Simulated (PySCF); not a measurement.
GaCl, SMILES [Cl][Ga] (connectivity only; charge and spin as stated), neutral, multiplicity 1. Geometry optimised at PBE-D3(BJ)/def2-TZVP.

PySCF 2.14.0 with TDA-B3LYP/def2-TZVPD puts the lowest singlet excitations at 4.93, 4.93, 5.40, 5.47, 5.47, 6.12 eV.

**Question.** What are the lowest excitation roots from ADC(2)/aug-cc-pVDZ (PySCF)? (Estimate from the structure and the level; the computed values follow.)

**Answer.** 4.95, 4.95, 6.23, 6.41, 6.89, 7.12 eV. S1 differs by 0.02 eV (second minus first; roots are paired by order, and the bases may differ).
